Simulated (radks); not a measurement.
Results of a calculation; reference values are marked as such.
The argon ion Ar8+, configuration [Ne] (the NIST ground configuration).

Level of theory: scalar-relativistic Kohn-Sham, PBE, spin-polarised, spherical densities, point nucleus (a radial shooting solver on a logarithmic mesh with Libxc functionals).

Energy parts (hartree):
| part | energy |
|---|---|
| total | -507.99391 |
| kinetic | 510.94248 |
| electron-nucleus | -1144.84565 |
| Hartree | 152.42092 |
| exchange-correlation | -26.51166 |

Orbitals (lengths in bohr, moments of r in powers of bohr; r(90%) holds 90 % of the orbital's charge):
orbital  occ.  eigenvalue (hartree)      <r>  <1/r>  r(90%)     <r^2>
1s          2             -121.1148  0.08568  17.70   0.153  0.009876
2s          2             -16.95119   0.4088  3.596   0.636    0.1977
2p          6             -14.52932   0.3696  3.502   0.610    0.1688
3s          0              -5.59034    1.112  1.283    1.62     1.405
3p          0              -4.94580    1.136  1.218    1.68     1.485

The highest occupied level is 2p at -395.36 eV. For comparison, the ionisation energy in NIST's Atomic Spectra Database is 422.6 eV (semi-empirical). In exact Kohn-Sham theory the highest level is minus the ionisation energy, but local and semilocal functionals leave it too shallow, through self-interaction and a potential that decays too fast; potentials with the right tail come closer.

Run on one thread of a shared host, so times are rough (Arm Neoverse N1): 0.13 s of CPU time, 0.14 s wall, 14 iterations on 2476 mesh points.
